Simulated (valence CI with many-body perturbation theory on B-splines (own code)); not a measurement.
**Forbidden lines of Tl⁸⁺**

Computed by relativistic CI+MBPT: five valence electrons over a frozen Dirac-Fock core [Xe] 4f14, radial functions for each j: 7 s, 7 p, 8 d, 6 f, 4 g, 1 h, with the one-electron correlation potential Σ1 (screened to all orders), the two-electron term Σ2, the three-electron term Σ3, Breit, model QED; selected single and double excitations, second order for the rest, scaled by the run's own slope (own B-spline code, finite nucleus).

No measured spectrum was set against this ion. As an estimate, terms of the open shell hold to 2 to 4 % of their energy, and close levels can change places; different configurations can be misplaced against each other by 1,000 to 8,000 cm⁻¹. Core correlation moves these levels by up to 16000 cm⁻¹, and in measured spectra 5 to 20 % of such shifts remained as error; rates that hang on mixing are uncertain with them. Among the levels kept, up to 1000 cm⁻¹ of a level comes from second order outside the variational space, and about a tenth of that is noise between levels of different J, which matters for small intervals. Only levels of the ground parity were solved; by the run's estimate the other parity begins above the list, which can be wrong where configurations are misplaced.

Lines 51 to 100 of 120 in falling wavelength, among levels below 276810 cm⁻¹, chosen from the decays that carry over 1 % of a level's rate. Wavelengths and rates use the calculated energies, so an error of 2000 cm⁻¹ moves a line at 421.2 nm by 8.4 % and its rate by three times that or more. Electric multipoles are in the length gauge, E1 and E2 with the static RPA response of the core. Weak lines are less certain than strong ones. Lines between different terms over intervals too small for the method are left out, as are lines whose strength nearly cancels.

Levels are named by their leading jj configuration (3d3/2^4 stands for four electrons in 3d with j = 3/2), which in mixed levels can hold well under half, so a name can repeat and another be missing. Letters in brackets count levels of one name in rising energy.

| λ vac (nm) | Upper | Lower | Type | A (s⁻¹) | Branch % |
| --- | --- | --- | --- | --- | --- |
| 421.2 | (5d3/2 5d5/2^4) J=5/2 [a] | (5d3/2^2 5d5/2^3) J=7/2 [a] | M1 | 7.54e+01 | 8.5 |
| 412.8 | (5d3/2^2 5d5/2^3) J=7/2 [b] | (5d3/2^3 5d5/2^2) J=7/2 [b] | M1 | 4.26e+00 | 4.3 |
| 405.7 | (5d3/2^2 5d5/2^3) J=5/2 [a] | (5d3/2^3 5d5/2^2) J=5/2 [a] | M1 | 2.02e+02 | 62.4 |
| 403.5 | (5d3/2^2 5d5/2^3) J=9/2 [a] | (5d3/2^3 5d5/2^2) J=7/2 [a] | M1 | 5.93e+01 | 50.1 |
| 400.8 | (5d3/2^2 5d5/2^3) J=5/2 [b] | (5d3/2^3 5d5/2^2) J=7/2 [b] | M1 | 2.49e+01 | 5.9 |
| 398.5 | (5d3/2^2 5d5/2^3) J=7/2 [c] | (5d3/2^2 5d5/2^3) J=7/2 [a] | M1 | 7.51e+00 | 2.4 |
| 398.3 | (5d3/2^2 5d5/2^3) J=13/2 | (5d3/2^3 5d5/2^2) J=11/2 | M1 | 2.55e+01 | 93.8 |
| 391.3 | (5d3/2^2 5d5/2^3) J=3/2 [a] | (5d3/2^3 5d5/2^2) J=3/2 [a] | M1 | 2.48e+02 | 42.7 |
| 367.5 | (5d3/2^2 5d5/2^3) J=3/2 [b] | (5d3/2^3 5d5/2^2) J=5/2 [b] | M1 | 5.45e+01 | 28.8 |
| 362.6 | (5d3/2^3 5d5/2^2) J=5/2 [b] | (5d3/2^4 5d5/2) J=5/2 [b] | M1 | 1.76e+02 | 47.5 |
| 359.9 | (5d3/2 5d5/2^4) J=7/2 [a] | (5d3/2^2 5d5/2^3) J=9/2 [a] | M1 | 2.09e+02 | 33.3 |
| 358.7 | (5d3/2^2 5d5/2^3) J=9/2 [c] | (5d3/2^2 5d5/2^3) J=9/2 [a] | M1 | 3.70e+00 | 1.7 |
| 356.0 | (5d3/2 5d5/2^4) J=11/2 | (5d3/2^2 5d5/2^3) J=13/2 | M1 | 7.86e+01 | 12.7 |
| 354.4 | (5d3/2 5d5/2^4) J=5/2 [a] | (5d3/2^3 5d5/2^2) J=5/2 [b] | M1 | 3.08e+02 | 34.9 |
| 352.6 | (5d3/2^2 5d5/2^3) J=5/2 [a] | (5d3/2^3 5d5/2^2) J=3/2 [a] | M1 | 3.24e+01 | 10.0 |
| 338.2 | (5d3/2^2 5d5/2^3) J=7/2 [c] | (5d3/2^3 5d5/2^2) J=5/2 [b] | M1 | 3.18e+01 | 10.3 |
| 337.3 | (5d3/2^2 5d5/2^3) J=5/2 [a] | (5d3/2^3 5d5/2^2) J=7/2 [a] | M1 | 5.25e+01 | 16.2 |
| 326.3 | (5d3/2 5d5/2^4) J=5/2 [a] | (5d3/2^3 5d5/2^2) J=7/2 [b] | M1 | 9.19e+01 | 10.4 |
| 324.1 | (5d3/2^3 5d5/2^2) J=7/2 [a] | (5d3/2^4 5d5/2) J=5/2 [a] | M1 | 3.73e+01 | 58.0 |
| 323.6 | (5d3/2 5d5/2^4) J=11/2 | (5d3/2^2 5d5/2^3) J=9/2 [a] | M1 | 8.35e+01 | 13.5 |
| 322.4 | (5d3/2^2 5d5/2^3) J=9/2 [c] | (5d3/2^2 5d5/2^3) J=11/2 | M1 | 2.87e+01 | 12.9 |
| 317.1 | (5d3/2^2 5d5/2^3) J=9/2 [b] | (5d3/2^3 5d5/2^2) J=9/2 | M1 | 2.25e+02 | 51.8 |
| 314.6 | (5d3/2 5d5/2^4) J=7/2 [a] | (5d3/2^2 5d5/2^3) J=7/2 [a] | M1 | 1.32e+02 | 21.1 |
| 312.5 | (5d3/2^2 5d5/2^3) J=7/2 [c] | (5d3/2^3 5d5/2^2) J=7/2 [b] | M1 | 9.50e+01 | 30.8 |
| 312.0 | (5d3/2^2 5d5/2^3) J=7/2 [a] | (5d3/2^4 5d5/2) J=5/2 [b] | M1 | 1.52e+01 | 12.3 |
| 311.1 | (5d3/2^3 5d5/2^2) J=3/2 [a] | (5d3/2^4 5d5/2) J=5/2 [a] | M1 | 2.80e+02 | 94.2 |
| 302.1 | (5d3/2^2 5d5/2^3) J=7/2 [b] | (5d3/2^3 5d5/2^2) J=9/2 | M1 | 5.10e+01 | 51.8 |
| 302.1 | (5d3/2^2 5d5/2^3) J=7/2 [b] | (5d3/2^3 5d5/2^2) J=5/2 [a] | M1 | 2.51e+00 | 2.5 |
| 295.7 | (5d3/2^2 5d5/2^3) J=5/2 [b] | (5d3/2^3 5d5/2^2) J=5/2 [a] | M1 | 1.19e+01 | 2.8 |
| 293.8 | (5d3/2 5d5/2^4) J=11/2 | (5d3/2^2 5d5/2^3) J=11/2 | M1 | 3.61e+02 | 58.2 |
| 293.6 | (5d3/2^2 5d5/2^3) J=9/2 [b] | (5d3/2^3 5d5/2^2) J=11/2 | M1 | 8.08e+01 | 18.7 |
| 289.1 | (5d3/2^3 5d5/2^2) J=3/2 [b] | (5d3/2^4 5d5/2) J=5/2 [b] | M1 | 1.56e+01 | 16.3 |
| 281.2 | (5d3/2^2 5d5/2^3) J=3/2 [b] | (5d3/2^3 5d5/2^2) J=1/2 | M1 | 2.20e+01 | 11.7 |
| 278.9 | (5d3/2^3 5d5/2^2) J=5/2 [a] | (5d3/2^4 5d5/2) J=5/2 [a] | M1 | 3.77e+01 | 23.0 |
| 278.9 | (5d3/2^3 5d5/2^2) J=9/2 | (5d3/2^4 5d5/2) J=5/2 [a] | E2 | 3.62e-02 | 1.2 |
| 275.8 | (5d3/2 5d5/2^4) J=7/2 [a] | (5d3/2^3 5d5/2^2) J=5/2 [b] | M1 | 1.63e+01 | 2.6 |
| 273.6 | (5d3/2^2 5d5/2^3) J=9/2 [b] | (5d3/2^3 5d5/2^2) J=7/2 [a] | M1 | 8.44e+01 | 19.5 |
| 266.4 | (5d3/2^2 5d5/2^3) J=5/2 [b] | (5d3/2^3 5d5/2^2) J=3/2 [a] | M1 | 4.10e+01 | 9.6 |
| 262.4 | (5d3/2^2 5d5/2^3) J=7/2 [b] | (5d3/2^3 5d5/2^2) J=7/2 [a] | M1 | 1.95e+00 | 2.0 |
| 262.3 | (5d3/2^2 5d5/2^3) J=3/2 [a] | (5d3/2^4 5d5/2) J=5/2 [b] | M1 | 1.84e+02 | 31.5 |
| 259.6 | (5d3/2^2 5d5/2^3) J=3/2 [b] | (5d3/2^3 5d5/2^2) J=5/2 [a] | M1 | 5.48e+00 | 2.9 |
| 258.5 | (5d3/2 5d5/2^4) J=7/2 [a] | (5d3/2^3 5d5/2^2) J=7/2 [b] | M1 | 7.90e+01 | 12.6 |
| 257.8 | (5d3/2^2 5d5/2^3) J=9/2 [c] | (5d3/2^3 5d5/2^2) J=7/2 [b] | M1 | 9.70e+01 | 43.7 |
| 257.5 | (5d3/2^2 5d5/2^3) J=5/2 [b] | (5d3/2^3 5d5/2^2) J=7/2 [a] | M1 | 1.78e+02 | 41.8 |
| 257.3 | (5d3/2^2 5d5/2^3) J=1/2 [b] | (5d3/2^3 5d5/2^2) J=1/2 | M1 | 9.81e+01 | 23.5 |
| 253.0 | (5d3/2 5d5/2^4) J=5/2 [a] | (5d3/2^3 5d5/2^2) J=5/2 [a] | M1 | 2.54e+02 | 28.8 |
| 244.7 | (5d3/2^2 5d5/2^3) J=7/2 [c] | (5d3/2^3 5d5/2^2) J=9/2 | M1 | 1.29e+02 | 41.7 |
| 244.7 | (5d3/2^2 5d5/2^3) J=7/2 [c] | (5d3/2^3 5d5/2^2) J=5/2 [a] | M1 | 3.20e+01 | 10.4 |
| 244.4 | (5d3/2^2 5d5/2^3) J=5/2 [a] | (5d3/2^4 5d5/2) J=5/2 [b] | M1 | 1.04e+01 | 3.2 |
| 236.8 | (5d3/2^2 5d5/2^3) J=3/2 [b] | (5d3/2^3 5d5/2^2) J=3/2 [a] | M1 | 4.58e+01 | 24.2 |
